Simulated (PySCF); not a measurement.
Compound: C2H8SSi2.
Geometry (PBE0-D3(BJ)/def2-SVP, Å), atoms numbered from 1 in this order:
```
atom  x, y, z in Å
C1     1.9861    0.1817    0.8067
C2     1.0084   -0.7206    0.1290
S3     0.8641   -2.3061    0.4735
Si4   -0.2105    0.0038   -1.1412
Si5   -2.2454    0.2378    0.0006
H6     1.4731    1.0714    1.2120
H7     2.5249   -0.3371    1.6121
H8     2.7117    0.5629    0.0668
H9    -0.3437   -0.9204   -2.3036
H10    0.2564    1.3455   -1.6235
H11   -2.7080   -1.1037    0.4656
H12   -3.2888    0.8500   -0.8790
H13   -2.0387    1.1225    1.1897
```

Method: core-valence-separated Tamm–Dancoff BHandHLYP/aug-pcX-1 (pcseg-1 on H, def2-SVPD on S, def2-SVPD on Si) in PySCF, non-relativistic, gas phase, PBE0-D3(BJ)/def2-SVP geometry. Absolute energies from this functional tend to lie a few eV below measured edges; no shift was applied.

The lowest roots of each edge with f over 0.003 (five at most, numbered afresh; weaker and dark ones are left out), with transition dipoles (au) in the frame of the coordinates:

```csv
root,edge,E (eV),μx,μy,μz
1,C,281.55,0.0699,-0.0212,-0.0726
2,C,285.78,0.0155,0.0362,0.0067
3,C,286.37,0.0516,-0.0177,-0.0442
4,C,286.70,-0.0269,0.0385,-0.0440
5,C,287.03,-0.0218,-0.0022,-0.0283
```

**Question.** What are the oscillator strengths?

**Answer.** f = (2/3) ΔE |μ|², with ΔE in hartree (27.2114 eV):

| root | ΔE (Eh) | \|μ\|² (au) | f | core hole on |
| --- | --- | --- | --- | --- |
| 1 | 10.3468 | 0.010606 | 0.073 | C2 |
| 2 | 10.5022 | 0.001596 | 0.011 | C1 |
| 3 | 10.5239 | 0.004929 | 0.035 | C1 |
| 4 | 10.5361 | 0.004142 | 0.029 | C1 |
| 5 | 10.5483 | 0.001281 | 0.009 | C1 |

**Question.** Molecules are fixed in this frame and the field points along (1, 0, −1)/√2. What effective strengths 3 f cos²θ do the roots have (θ between field and μ)?

**Answer.** root 1 (C2): 0.210, root 2 (C1): 0.001, root 3 (C1): 0.097, root 4 (C1): 0.003, root 5 (C1): 0.000. Root 1 is the strongest. Averaged over all orientations cos²θ is 1/3, which gives f back.

The run took 15 s wall on one thread, Intel Xeon Platinum 8488C (x86_64), shared host, and the process peaked at 0.78 GiB of memory.

One conformer stands for the species.
